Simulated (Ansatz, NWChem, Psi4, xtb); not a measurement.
**Redistribution: C3H7F + CH2I2 → C2H4FI + C2H5I**

Species: C3H7F (2-fluoropropane) `CC(C)F`, singlet; CH2I2 `ICI`, singlet; C2H4FI `CC(F)I`, singlet; C2H5I (iodoethane) `CCI`, singlet. The partners trade CH3 for I; both sit on C, so the bond types are kept.

Shapes, held fixed at every level: PBE0-D4/def2-TZVP. Programs: Ansatz 0.2.0, NWChem 7.3.0, Psi4 1.11, xtb 6.7.1. A level may come from different programs for different species; with the same settings they agree closely. The zero-point and thermal change to 298 K, harmonic and unscaled (PBE0-D4/def2-TZVP), is +0.9 kJ/mol.

(1) Estimate ΔH(298 K) of this reaction.

Answers

(1) The highest level, CCSD(T)/def2-TZVPP, gives ΔH(298 K) = -2.2 kJ/mol; the levels span -7.8 to -0.8. That is about zero within the method's error. The column of differences is taken from that level and isn't an error. No measured value is set beside it here. For atoms past krypton def2 sets carry core potentials with scalar relativity. Outer-core shells of I are correlated, in sets that cover them unevenly.

| level | kind | ΔH(298 K) (kJ/mol) | less CCSD(T)/def2-TZVPP |
| --- | --- | --- | --- |
| GFN1-xTB | semi-empirical | -1.7 | +0.5 |
| HF/def2-SVP | Hartree–Fock | -0.8 | +1.4 |
| PBE-D4/def2-TZVPP | GGA | -7.8 | -5.6 |
| B3LYP-D4/def2-TZVPP | global hybrid | -4.5 | -2.3 |
| wB97M-V/def2-TZVPP | range-separated hybrid | -2.4 | -0.2 |
| MP2/def2-TZVPP | perturbation theory | -1.5 | +0.7 |
| CCSD/def2-SVP | coupled cluster or CI | -2.8 | -0.6 |
| CCSD/def2-TZVPP | coupled cluster or CI | -0.9 | +1.3 |
| CCSD(T)/def2-TZVPP | coupled cluster or CI | -2.2 | 0.0 |
